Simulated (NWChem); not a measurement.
# CH$_{3}$AlF$_{2}$; SMILES [CH3][Al]([F])[F]

```xyz
7

Al    -0.0050     0.0473     0.0006
C     -0.0085    -1.8796     0.0014
H      0.4851    -2.2673    -0.9046
H     -1.0281    -2.2908     0.0396
H      0.5553    -2.2701     0.8638
F     -1.3995     0.9461    -0.0011
F      1.4054     0.9212    -0.0009
```
Atoms are numbered in this order, from 1.

All runs: NWChem. Pople sets run with spherical d functions. Coordinates come from a PBE0/def2-SVP optimisation. B3LYP is NWChem's, with the RPA form of VWN correlation. GIAO values for the isolated, static molecule; σ is the absolute isotropic shielding, δ = σ(reference) − σ with the isolated reference molecule computed at the same levels (13C: tetramethylsilane, 19F: trichlorofluoromethane, 1H: tetramethylsilane).

```json
[
 {"level": "PBE0/pcSseg-1", "σ Al1 (ppm)": "444.5", "δ C2 (ppm)": "-19.4", "δ H3 (rotor mean) (ppm)": "-0.18", "δ F6 (ppm)": "-152.4", "δ F7 (ppm)": "-154.0"},
 {"level": "B3LYP/6-31G*", "σ Al1 (ppm)": "489.6", "δ C2 (ppm)": "-16.6", "δ H3 (rotor mean) (ppm)": "-0.33", "δ F6 (ppm)": "-128.7", "δ F7 (ppm)": "-130.1"},
 {"level": "KT2/pcSseg-1", "σ Al1 (ppm)": "445.2", "δ C2 (ppm)": "-18.7", "δ H3 (rotor mean) (ppm)": "-0.20", "δ F6 (ppm)": "-167.2", "δ F7 (ppm)": "-169.4"},
 {"level": "B3LYP/6-311G**", "σ Al1 (ppm)": "439.6", "δ C2 (ppm)": "-20.1", "δ H3 (rotor mean) (ppm)": "-0.37", "δ F6 (ppm)": "-155.4", "δ F7 (ppm)": "-156.1"},
 {"level": "PBE/pcSseg-1", "σ Al1 (ppm)": "429.6", "δ C2 (ppm)": "-20.2", "δ H3 (rotor mean) (ppm)": "-0.24", "δ F6 (ppm)": "-161.6", "δ F7 (ppm)": "-163.9"}
]
```
